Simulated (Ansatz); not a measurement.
Reaction (formal exchange of groups at a C–C bond): `C=C(Cl)CC` + `F[SiH2]I` → `CC[SiH](F)I` + `C=CCl`

Isolated molecules relaxed with PBE0-D4/def2-TZVP in Ansatz; ΔE leaves out vibrations. CCSD(T)/CBS is the MP2 limit (def2-TZVPP, def2-QZVPP) plus CCSD(T) − MP2 in def2-TZVPP, frozen cores. This one scheme is used for every species. Functionals use def2-TZVPP. B3LYP here is the variant with VWN-RPA as its local correlation; programs differ in this. Elements past krypton have def2 core potentials. For I outer-core shells are correlated without core-valence functions, which leaves a few kJ/mol of doubt a bond. One conformer a species, not always the lowest.

Is it downhill or uphill in electronic energy at CCSD(T)/CBS, and by how much? (An estimate is asked.)

Computed: Downhill: ΔE = -0.29 eV.

What do these levels give: PBE-D4, ωB97M-V, B2PLYP, B3LYP, CCSD/def2-TZVPP, SCS-MP2/def2-QZVPP? (Estimate.)

Computed: PBE-D4 -0.31, ωB97M-V -0.32, B2PLYP -0.28, B3LYP -0.29, CCSD/def2-TZVPP -0.28, SCS-MP2/def2-QZVPP -0.26 eV.

Largest T1 diagnostic among the species: 0.010.
